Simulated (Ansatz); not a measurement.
Species: sum formula SiHBr$_{3}$, net charge 0, singlet state. 
Coordinates optimised at B3LYP-D3(BJ)/def2-TZVP (Ansatz, a quantum-chemistry and plane-wave program):
SMILES: Br[SiH](Br)Br
```xyz
5

Si     0.0125    -0.0212     0.6158
Br     2.0707    -0.2841    -0.1537
Br    -0.7881     1.9418    -0.0193
Br    -1.2888    -1.6473    -0.1327
H      0.0421    -0.0716     2.0806
```

Basis-set convergence of Hartree-Fock and CCSD(T) correlation energies (hartree) with Ansatz. Valence correlation only, unless marked. Spin-orbit coupling is left out. The frozen core is the preceding noble-gas configuration, with the filled d and f shells of earlier blocks. No relativistic terms.

```
basis        functions        E(HF)  E(corr, CCSD(T))
-----------  ---------  -----------  ----------------
def2-SVPD          155  -8005.88007          -0.52566
def2-TZVPPD        236  -8006.92604          -0.67454
def2-QZVPPD        403  -8007.08175          -0.73777
```

Extrapolating the two largest sets (X = 3 and 4) as X^-3: E(corr) = (64·(-0.73777) - 27·(-0.67454))/37 = -0.7839 Eh, an estimate of the basis-set limit. The largest set recovers 94.1 % of it, the smallest 67.1 %.
